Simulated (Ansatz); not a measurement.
`[NH2][GeH]([F])[Cl]` + CH₃NH₂ → `C[NH][GeH]([F])[Cl]` + NH₃ at 500 K and 1 bar (ligand exchange at a Ge–N bond).

Gas-phase electronic energies from Ansatz, PBE0-D4/def2-TZVP geometries. CCSD(T)/CBS adds triple-zeta CCSD(T) − MP2 to the extrapolated MP2 energy (def2 sets, frozen cores). This one scheme is used for every species. For Ge outer-core shells are correlated without core-valence functions, which leaves a few kJ/mol of doubt a bond. Scalar relativity is left out up to krypton. Each species was taken in one conformer, which may not be the lowest.

| species | CCSD(T)/CBS energy (Eh) | H − E (kJ/mol) | S (J/(mol·K)) |
| --- | --- | --- | --- |
| `[NH2][GeH]([F])[Cl]` | -2692.28962 | 138.0 | 382.7 |
| CH₃NH₂ | -95.75281 | 191.8 | 270.3 |
| `C[NH][GeH]([F])[Cl]` | -2731.53480 | 221.8 | 432.5 |
| NH₃ | -56.50880 | 108.2 | 211.8 |

H − E and S are ideal-gas, rigid-rotor, harmonic terms from PBE0-D4/def2-TZVP, for one conformer and one mirror image of each species. 1 Eh = 2625.50 kJ/mol, R = 8.31446 J/(mol·K).

By hand: ΔE, ΔH, ΔS and ΔG.

ΔE = (-2731.53480) + (-56.50880) − (-2692.28962) − (-95.75281) = -0.00117 Eh = -3.1 kJ/mol. Δ(H − E) = 221.8 + 108.2 − 138.0 − 191.8 = 0.2, so ΔH = -2.9 kJ/mol. ΔS = 432.5 + 211.8 − 382.7 − 270.3 = -8.7 J/(mol·K). ΔG = -2.9 − 500 × (-8.7)/1000 = 1.4 kJ/mol.

By hand: the equilibrium constant, and the temperature at which ΔG would vanish if ΔH and ΔS stayed fixed.

log₁₀ K = −ΔG/(RT ln 10) = -0.1. ΔG = 0 at ΔH/ΔS = 333 K, though so small a ΔH makes that figure unsure.

TΔS isn't small against ΔH here. The sign of ΔG lies within the doubt. A doubt of 5 kJ/mol in ΔE shifts log₁₀ K by 0.5 here. Other conformers and mirror images would add mixing entropy, several J/(mol·K) or more a flexible species. Modes under 60 cm⁻¹, often nearly free rotors, make the harmonic entropy too high. These are equilibria of isolated gas molecules and say nothing of rates. Largest T1 diagnostic: 0.011 (customary marks: 0.02 for closed shells, 0.045 for open ones).
